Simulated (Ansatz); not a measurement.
Bond stretch in OH (cation, charge +1), triplet.

Calculation: full CI/cc-pVTZ, frozen core (Ansatz, a first-principles code).

### Question
Relative to R = 1.05 Å, what are the energies at R = 0.88, 1.10, 1.31, 1.92 Å?

### Answer
53.0 kJ/mol at 0.88 Å, 6.2 kJ/mol at 1.10 Å, 71.2 kJ/mol at 1.31 Å, 278.6 kJ/mol at 1.92 Å.
